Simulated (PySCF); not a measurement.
PySCF run on SeS

Input:

```python
from pyscf import gto, scf, mp

mol = gto.M(
    atom='Se 0 0 0; S 0 0 1.995',
    basis='cc-pvdz',
    charge=0,
    spin=2,
    verbose=4,
)
mf = scf.UHF(mol)
mf.kernel()
mp.MP2(mf, frozen=14).kernel()
mf.dip_moment()
print('orbital energies (hartree):', [e[max(0, n-3):n+3].round(4) for e, n in zip(mf.mo_energy, mol.nelec)])
```

```bash
$ OMP_NUM_THREADS=1 python input.py
```

The log (some set-up lines and the per-cycle HOMO/LUMO lines with their warnings removed):

```
PySCF version 2.14.0

[INPUT] verbose = 4
[INPUT] num. atoms = 2
[INPUT] num. electrons = 50
[INPUT] charge = 0
[INPUT] spin (= nelec alpha-beta = 2S) = 2
[INPUT] symmetry False subgroup None
[INPUT] Mole.unit = angstrom
[INPUT] Symbol           X                Y                Z      unit          X                Y                Z       unit  Magmom
[INPUT]  1 Se     0.000000000000   0.000000000000   0.000000000000 AA    0.000000000000   0.000000000000   0.000000000000 Bohr   0.0
[INPUT]  2 S      0.000000000000   0.000000000000   1.995000000000 AA    0.000000000000   0.000000000000   3.770003618507 Bohr   0.0

nuclear repulsion = 144.296943729564
number of shells = 11
number of NR pGTOs = 118
number of NR cGTOs = 45
basis = cc-pvdz
ecp = {}

******** <class 'pyscf.scf.uhf.UHF'> ********
method = UHF
initial guess = minao
damping factor = 0
level_shift factor = 0
DIIS = <class 'pyscf.scf.diis.CDIIS'>
diis_start_cycle = 1
diis_space = 8
diis_damp = 0
SCF conv_tol = 1e-09
SCF conv_tol_grad = None
SCF max_cycles = 50
direct_scf = True
direct_scf_tol = 1e-13
number electrons alpha = 26  beta = 24
Set gradient conv threshold to 3.16228e-05
init E= -2796.56858227808

cycle= 1 E= -2797.32836541457  delta_E= -0.76  |g|= 0.139  |ddm|= 1.18
cycle= 2 E= -2797.34512092043  delta_E= -0.0168  |g|= 0.0564  |ddm|= 0.188
cycle= 3 E= -2797.34757993305  delta_E= -0.00246  |g|= 0.0225  |ddm|= 0.066
cycle= 4 E= -2797.34817321958  delta_E= -0.000593  |g|= 0.00846  |ddm|= 0.0381
cycle= 5 E= -2797.34823499098  delta_E= -6.18e-05  |g|= 0.00225  |ddm|= 0.012
cycle= 6 E= -2797.34824470555  delta_E= -9.71e-06  |g|= 0.00102  |ddm|= 0.00505
cycle= 7 E= -2797.34824710538  delta_E= -2.4e-06  |g|= 0.00047  |ddm|= 0.00252
cycle= 8 E= -2797.34824806465  delta_E= -9.59e-07  |g|= 0.000252  |ddm|= 0.00189
cycle= 9 E= -2797.34824838593  delta_E= -3.21e-07  |g|= 7.54e-05  |ddm|= 0.00148
cycle= 10 E= -2797.34824841097  delta_E= -2.5e-08  |g|= 2.08e-05  |ddm|= 0.000424
cycle= 11 E= -2797.34824841226  delta_E= -1.29e-09  |g|= 5.01e-06  |ddm|= 9.22e-05
cycle= 12 E= -2797.34824841231  delta_E= -5.59e-11  |g|= 2.44e-06  |ddm|= 1.45e-05
Extra cycle  E= -2797.34824841232  delta_E= -1.23e-11  |g|= 1.7e-06  |ddm|= 4.55e-06
converged SCF energy = -2797.34824841232  <S^2> = 2.0296481  2S+1 = 3.0197007

******** <class 'pyscf.mp.ump2.UMP2'> ********
nocc = (np.int64(12), np.int64(10)), nmo = (31, 31)
frozen orbitals 14
E(UMP2) = -2797.5857511647  E_corr = -0.237502752371413
E(SCS-UMP2) = -2797.5714254278  E_corr = -0.223177015472382
E_corr(same-spin) = -0.0713380238922847
E_corr(oppo-spin) = -0.166164728479128
Dipole moment(X, Y, Z, Debye): -0.00000,  0.00000, -0.71961
orbital energies (hartree): [array([-0.5074, -0.3626, -0.3626,  0.1308,  0.4435,  0.5501]), array([-0.4705, -0.3897, -0.3897,  0.0047,  0.0047,  0.1618])]
```

In short: E(SCF) = -2797.348248 Eh, 12 cycles, E(MP2) − E(SCF) = -0.23750 Eh, ⟨S²⟩ = 2.030, μz(SCF) = -0.72 D.

Hardware: Intel Xeon Platinum 8259CL @ 2.50GHz, 1 thread, shared host. Wall time 1.7 s, peak memory 0.12 GiB.

The bond length is a typed value, not an optimised one. No search for the lowest solution was made.
